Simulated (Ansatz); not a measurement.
Two structures, one formula

Two relaxed structures of SiH2SeO, singlet (PBE0-D4/def2-TZVP; forces vanish, vibrations not checked).

A:

O1  (-0.357, 0.854, -0.798)
Si2  (0.261, -0.211, 0.262)
Se3  (2.192, -0.214, 0.984)
H4  (-1.277, 0.740, -1.052)
H5  (-0.820, -1.169, 0.603)
(Å)

B:

```json
{"atom": "O1", "x (Å)": "0.1699", "y (Å)": "-0.1466", "z (Å)": "0.1773"}
{"atom": "Si2", "x (Å)": "-0.2774", "y (Å)": "1.0694", "z (Å)": "-0.9360"}
{"atom": "Se3", "x (Å)": "1.9842", "y (Å)": "-0.3095", "z (Å)": "0.9814"}
{"atom": "H4", "x (Å)": "-1.7043", "y (Å)": "0.4996", "z (Å)": "-1.0242"}
{"atom": "H5", "x (Å)": "-0.4257", "y (Å)": "-0.8357", "z (Å)": "0.4913"}
```

Program: Ansatz 0.2.0. Basis: def2-TZVPP. Cores are frozen in the correlated methods. Filled d shells of the heavier atoms are correlated. The def2 sets are not built for correlating such inner shells, so the correlated values are less sure here. B3LYP uses VWN-RPA correlation.

**Question.** Which structure is lower at CCSD(T), and by how much? (An estimate is asked for; the value comes from the calculation.)

**Answer.** Computed: A, by 4.087 eV (electronic energy, against the other). By their contacts, A is SiH₂SeO ([OH][SiH][Se]) and B is SiH₂SeO ([SiH][OH][Se]).

All methods give the same order:

| method | E(B) − E(A) (eV) |
| --- | --- |
| PBE-D4 | 4.137 |
| r2SCAN-D4 | 4.470 |
| PBE0-D4 | 4.245 |
| B3LYP-D4 | 3.979 |
| wB97M-V | 3.907 |
| HF | 3.874 |
| MP2 | 4.441 |
| CCSD | 4.016 |
| CCSD(T) | 4.087 |

No T1 diagnostic of these runs exceeds 0.014. The restricted Hartree–Fock reference is unstable towards an unrestricted one at one or more of these structures.

Labels in which every atom is bracketed show which atoms are joined, not bond orders.

For scale, one of the runs: CCSD(T)/def2-TZVPP, 149 basis functions, launched by `ansatz run in.yaml --threads 2 --pin off --events-out ev --progress --plain --max-ram 4352MiB`. The run took 35 s on 2 CPU threads of an Arm Neoverse V1 (shared host), with 0.94 GiB of host memory at its peak.
